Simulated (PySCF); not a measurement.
How methods differ on the excitation energy of C

C [He] 2s2 2p2 (3P) → C [He] 2s1 2p2 3s1 (5P), as a difference of total energies. Calculation: PySCF 2.14, in x2c-TZVPPall with one added diffuse shell each of s, p, d type (6s4p3d1f, 40 functions); the spin-free X2C one-electron Hamiltonian (Gaussian nucleus). Correlated levels: valence: 1s2 frozen. The calculations carry no spin-orbit coupling.

```csv
method,excitation energy (eV)
UHF,10.984
MP2 (valence),12.382
SCS-MP2 (valence),12.721
CCSD (valence),12.784
CCSD(T) (valence),12.836
```

How much does correlation contribute at CCSD(T) (valence)?

12.836 − (10.984) = 1.852 eV, measured against UHF.

The upper state lies above the first ionisation limit, but in LS coupling its spin forbids autoionisation to the ground ion. A Rydberg-like electron needs more diffuse functions than a valence basis has.

The promoted electron is Rydberg-like, and one or two diffuse shells describe it only roughly, which tends to raise the upper state.
